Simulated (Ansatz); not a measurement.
Molecule: CH3AlBr2, charge 0, multiplicity 1. SMILES: [Br][Al]([CH3])[Br]
Structure (B3LYP-D3(BJ)/def2-TZVP (Ansatz, a quantum-chemistry and plane-wave program) minimum search):
```
Al
C 1 1.9343
H 2 1.0903 1 111.78
H 2 1.0926 3 108.74 1 -122.02
H 2 1.0929 3 108.62 4 -116.20
Br 1 2.2595 2 122.15 3 1.90
Br 1 2.2599 2 120.88 3 -178.21
```

Parts of the frozen-core correlation energy in 6-31G* (Ansatz, hartree). Frozen orbitals: 34; correlated occupied orbitals by spin: 12 and 12; virtual: 64 and 64. No spin-orbit coupling. Non-relativistic.

```tsv
term	value
reference (HF)	-5425.88934
MP2 opposite-spin	-0.30537
MP2 same-spin	___
CCSD correlation	___
(T)	___
T1 diagnostic	0.010
largest doubles amplitude	0.027
```

### Question
Some entries are withheld; supply them.

### Answer

- MP2 same-spin, value: -0.10434
- CCSD correlation, value: -0.44906
- (T), value: -0.01131
